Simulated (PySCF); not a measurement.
C3H9B. Atoms are numbered in the order given.

```xyz
13

B     -0.0233    -0.0057     0.0000
C      0.0132     1.5673     0.0000
H      0.4619     2.0136     0.9008
H     -1.0504     1.8807     0.0000
H      0.4619     2.0136    -0.9008
C     -0.0121    -0.7846     1.3675
H      1.0576    -0.9300     1.6193
H     -0.4622    -1.7881     1.3312
H     -0.4408    -0.2159     2.2075
C     -0.0121    -0.7846    -1.3675
H     -0.4622    -1.7881    -1.3312
H      1.0576    -0.9300    -1.6193
H     -0.4408    -0.2159    -2.2075
```

The structure is a stationary point at PBE0-D3(BJ)/def2-SVP. The isomer is the one that the SMILES or the coordinates give; other isomers of the formula were not compared.

Calculation: B3LYP/def2-TZVP run with PySCF.

Symmetry labels are those of the subgroup Cs that the program uses (full group Cs).

Computed valence orbital energies around the gap with their symmetry:
```tsv
orbital	symmetry	energy (eV)
HOMO−7	A'	-11.29
HOMO−6	A"	-11.27
HOMO−5	A'	-11.25
HOMO−4	A"	-10.37
HOMO−3	A'	-10.33
HOMO−2	A"	-9.99
HOMO−1	A'	-8.30
HOMO	A"	-8.30
LUMO	A'	-0.34
LUMO+1	A'	0.49
LUMO+2	A"	1.84
LUMO+3	A'	1.85
```
